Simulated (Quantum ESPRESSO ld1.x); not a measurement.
The numbers below are computed, except where a source is named.
All-electron atom: Ar3+ in [Ne] 3p5 (not the ground configuration).

Level of theory: scalar-relativistic Kohn-Sham, LDA (Slater exchange, VWN5 correlation), spin-polarised, spherical densities, point nucleus; open shells are filled with parallel spins first (ld1.x of Quantum ESPRESSO 7.5).

Energy parts (eV):
| part | energy |
|---|---|
| total | -14244.32 |
| kinetic | 14310.83 |
| electron-nucleus | -33335.34 |
| Hartree | 5538.80 |
| exchange-correlation | -758.62 |

Orbitals (lengths in bohr, moments of r in powers of bohr; r(90%) holds 90 % of the orbital's charge):
orbital  occ.  eigenvalue (eV)  r(90%)
1s up       1         -3161.99   0.153
1s down     1         -3161.70   0.153
2s up       1         -346.070   0.648
2s down     1         -345.756   0.647
2p up       3         -280.142   0.624
2p down     3         -279.755   0.623
3p up       3         -51.5704    2.09
3p down     2         -50.2642    2.11

The highest occupied level is 3p down at -50.264 eV. Spin moment in Bohr magnetons: 1.
